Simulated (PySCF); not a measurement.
B(vinyl)(OH)2 (C2H5BO2), SMILES OB(C=C)O.

Geometry: PBE-D3(BJ)/def2-SVP. The values are those of a single conformer.

All values below come from PySCF with PBE-D3(BJ)/def2-SVP.

No scaling factor is applied to the harmonic values.

```tsv
mode	ν (cm⁻¹)	IR (km/mol)	moving atoms (share of kinetic energy)
1	74	3.0	C 44 %, H 35 %, O 19 %
2	204	1.4	O 39 %, C 31 %, H 24 %
3	398	13.6	O 46 %, C 27 %, H 22 %
4	403	1.0	H 65 %, B 23 %
5	478	176.0	H 91 %
6	485	15.0	O 39 %, C 27 %, H 23 %, B 11 %
7	566	11.4	H 85 %, O 10 %
8	708	58.9	B 56 %, H 19 %, C 18 %
9	749	10.0	O 38 %, C 33 %, H 24 %
10	958	26.1	H 72 %, C 28 %
11	976	80.0	H 87 %
12	977	106.2	H 60 %, O 32 %
13	1009	12.8	H 93 %
14	1009	37.4	H 77 %, O 14 %, C 8 %
15	1240	70.6	H 67 %, C 18 %, B 10 %
16	1317	123.9	H 43 %, B 33 %, C 14 %, O 10 %
17	1398	176.5	H 57 %, B 24 %, C 13 %
18	1423	195.0	B 68 %, O 18 %, H 10 %
19	1645	38.0	C 86 %, H 11 %
20	3041	24.0	H 93 %
21	3059	9.2	H 94 %
22	3153	7.8	H 89 %, C 11 %
23	3732	58.4	H 94 %
24	3762	53.4	H 94 %
```
